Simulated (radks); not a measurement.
Problem. These are the eigenvalues of the occupied orbitals of an atom or ion with whole-number occupations (hartree). Calculated with a radial shooting solver on a logarithmic mesh with Libxc functionals: scalar-relativistic Kohn-Sham, PBE, spin-polarised, spherical densities, finite nucleus; Fermi nuclear charge, rms radius of each element as measured or else 0.836 A^(1/3) + 0.57 fm.

1s up: -1181.723
1s down: -1181.673
2s up: -197.4618
2s down: -197.4343
2p up: -179.2956
2p down: -179.2509
3s up: -53.78917
3s down: -53.73717
3p up: -47.87388
3p down: -47.81481
3d up: -39.02601
3d down: -38.96821
4s up: -22.23413
4s down: -21.91542
4p up: -20.14978

Which element is it, and in what charge state? The configuration may be excited. Open shells, if any, are filled with parallel spins first.

Solution. Z = 52, tellurium, charge +19: Te19+ in [Ar] 3d10 4s2 4p3. The list shows which subshells hold electrons but not how many an open one holds; the 1s level, -1181.7 hartree, gives Z - s = 48.6 by -(Z - s)^2/2, which with screening and relativity narrows Z to a few neighbours, and the depths of the outer levels then fix element, charge and occupations together.
